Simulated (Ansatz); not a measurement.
Mulliken charges of `[SiH3][SnH2][Cl]` from r2SCAN/def2-TZVPP in Ansatz (PBE0-D4/def2-TZVP geometry).

```tsv
atom	x (Å)	y (Å)	z (Å)	charge (e)
Si1	-0.882	0.897	-0.494	0.104
Sn2	0.623	-0.936	0.473	0.668
Cl3	2.810	-0.121	0.233	-0.410
H4	-2.305	0.479	-0.390	-0.053
H5	-0.526	1.109	-1.919	-0.044
H6	-0.672	2.148	0.277	-0.044
H7	0.438	-1.220	2.145	-0.110
H8	0.606	-2.413	-0.380	-0.110
```

**Question.** By hand: the dipole of these point charges (1 e Å = 4.8032 D).

**Answer.** Σ q r = (-0.768, -0.251, 0.068) e Å, of length 0.811 e Å = 3.90 D.

**Question.** How does the dipole of the full density compare? (An estimate is asked.)

**Answer.** Computed: (-0.568, -0.067, -0.006) e Å, 2.75 D; the point charges give 1.42 times that, at 13° from its direction.

Point charges leave out the atoms' own dipoles, such as those of lone pairs, and Mulliken's split depends on the basis, so the two needn't agree.
